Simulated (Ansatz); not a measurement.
Fe2Pt. Charge 0, multiplicity 7. Geometry r2SCAN-D4/def2-TZVP; atoms count from 1.

```
atom    x (Å)    y (Å)    z (Å)
 Fe1   1.0580  -0.6092  -0.3811
 Fe2   0.2347   1.1286   0.6263
 Pt3  -1.2927  -0.5194  -0.2452
```

In the def2 sets Pt takes a core potential; there is no spin–orbit coupling. The charge 0 septet is spin-contaminated (final ⟨S²⟩ up to 12.72, 12.00 for a pure state). The geometry of the septet was relaxed on an unsound state (⟨S²⟩ 12.62, where a pure state has 12.00). At PBE0-D4/def2-TZVP a triplet of charge 0 lies 0.36 eV below the septet, each at its own geometry. That triplet is doubtful there (⟨S²⟩ 5.49, where a pure state has 2.00). The structure comes from a short search, and lower isomers may exist.

Question: Estimate the Mulliken populations from the PBE0/def2-TZVP orbitals of Ansatz.

Answer: 
| atom | charge (e) | spin (α − β) | d electrons |
| --- | --- | --- | --- |
| Fe1 | 0.14 | 3.04 | 6.70 |
| Fe2 | 0.17 | 2.97 | 6.76 |
| Pt3 | -0.31 | -0.01 | 9.24 |
Mulliken values and Mayer orders depend strongly on the basis.

Question: Where does the spin sit?

Answer: Summed by element: Fe 6.01, Pt -0.01, of 6 unpaired in all. Largest on single atoms: Fe1 3.04, Fe2 2.97, Pt3 -0.01.

Question: And the Mayer bond orders between bonded heavy atoms (over 0.3)?

Answer: Fe1–Fe2 1.40 (2.17 Å); Fe1–Pt3 0.96 (2.36 Å); Fe2–Pt3 0.80 (2.41 Å).
